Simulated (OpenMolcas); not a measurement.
Computed transition rates of Br+

```json
{
 "Program": "OpenMolcas",
 "Method": "SS-RASPT2, IPEA 0.25 Eh, imaginary shift 0.1 Eh (closed shells correlated: 3d)",
 "Basis": "ANO-RCC-VTZP [6s5p3d1f]",
 "Scalar Hamiltonian": "DKH2, point nucleus",
 "Active space": "6 electrons in 9 orbitals (RAS2 4s 4p; RAS3 4d, at most 2 electrons)",
 "State averaging": "2S+1 = 3 even, 3 roots; 2S+1 = 1 even, 6 roots; 2S+1 = 3 odd, 5 roots kept (CI in the orbitals of an earlier block); 2S+1 = 1 odd, 1 root",
 "Spin-orbit coupling": "state interaction with AMFI integrals over the reference wave functions, term energies averaged over their components"
}
```

Rates come from the transition moments of the reference wave functions (E1 and E2 in the length form). At fixed line strength A goes as λ^-3 for E1 and M1 and as λ^-5 for E2, so a rate at the computed wavelength can be rescaled to the measured one. Measured vacuum wavelengths follow from level energies in NIST Handbook of Basic Atomic Spectroscopic Data. Branching counts decays inside the model space alone, at computed energies, and the table is only a selection of the E2 and M1 lines, drawn from those between levels with measured partners whose computed energy lies within a factor of 1.5 of the measured one.

```json
{"Upper": "4s2 4p4 3P0", "Lower": "4s2 4p4 3P1", "Type": "M1", "λ computed (nm)": "13260", "λ measured (nm)": "14270", "A computed (s-1)": "2.28e-02", "A rescaled (s-1)": "1.83e-02", "Branching %": "97.9"}
{"Upper": "4s2 4p4 3P1", "Lower": "4s2 4p4 3P2", "Type": "M1", "λ computed (nm)": "3539", "λ measured (nm)": "3188", "A computed (s-1)": "4.99e-01", "A rescaled (s-1)": "6.83e-01", "Branching %": "100.0"}
{"Upper": "4s2 4p4 3P0", "Lower": "4s2 4p4 3P2", "Type": "E2", "λ computed (nm)": "2793", "λ measured (nm)": "2606", "A computed (s-1)": "4.94e-04", "A rescaled (s-1)": "6.99e-04", "Branching %": "2.1"}
{"Upper": "4s2 4p4 1D2", "Lower": "4s2 4p4 3P1", "Type": "M1", "λ computed (nm)": "1035", "λ measured (nm)": "1117", "A computed (s-1)": "2.61e-01", "A rescaled (s-1)": "", "Branching %": "13.5"}
{"Upper": "4s2 4p4 1D2", "Lower": "4s2 4p4 3P2", "Type": "M1", "λ computed (nm)": "801", "λ measured (nm)": "827.2", "A computed (s-1)": "1.66e+00", "A rescaled (s-1)": "", "Branching %": "85.6"}
{"Upper": "4s2 4p4 1D2", "Lower": "4s2 4p4 3P2", "Type": "E2", "λ computed (nm)": "801", "λ measured (nm)": "827.2", "A computed (s-1)": "1.63e-02", "A rescaled (s-1)": "", "Branching %": "0.8"}
{"Upper": "4s2 4p4 1S0", "Lower": "4s2 4p4 1D2", "Type": "E2", "λ computed (nm)": "629.5", "λ measured (nm)": "633.8", "A computed (s-1)": "3.11e+00", "A rescaled (s-1)": "3.01e+00", "Branching %": "13.8"}
{"Upper": "4s2 4p4 1S0", "Lower": "4s2 4p4 3P1", "Type": "M1", "λ computed (nm)": "391.5", "λ measured (nm)": "404.4", "A computed (s-1)": "1.91e+01", "A rescaled (s-1)": "", "Branching %": "84.9"}
{"Upper": "4s2 4p4 1S0", "Lower": "4s2 4p4 3P2", "Type": "E2", "λ computed (nm)": "352.5", "λ measured (nm)": "358.8", "A computed (s-1)": "2.99e-01", "A rescaled (s-1)": "", "Branching %": "1.3"}
```

Spin-changing lines and M1 lines between different terms are not rescaled, since their strength hangs on the term gaps too.

The largest correction is for 4s2 4p4 3P0 → 4s2 4p4 3P2 (E2): 4.94e-04 × (2793 / 2606)^5 = 6.99e-04 s-1, a factor of 1.41.

No measured rate stands beside these. Rescaling mends the energy factor alone: line strengths can still be far off where a level mixes with configurations outside the active space, and weak or spin-changing lines hang on small mixing coefficients that depend on the term gaps too, so rescaling need not improve them.

CASPT2 does not keep the components of a term degenerate, so their means are used; among the terms shown or strongly mixed into the levels shown the widest spread is 31 cm-1 (4s2 4p4 1D). Over all roots computed the reference weight is 0.89 to 0.98; the roots of lowest weight are the least certain, and an intruder state may touch them. The run also gave levels led by 4s2 4p3 4d, which use shells meant for correlation; these and all levels above them are left out. No level of 4s 4p5 was computed, though it lies in the active space. Computed and measured levels are paired by configuration, term and J; levels that our copy of the source lacks, or whose pairing is in doubt (as where it misses far off the trend of its configuration), stay unpaired. Only configurations of the active space appear.
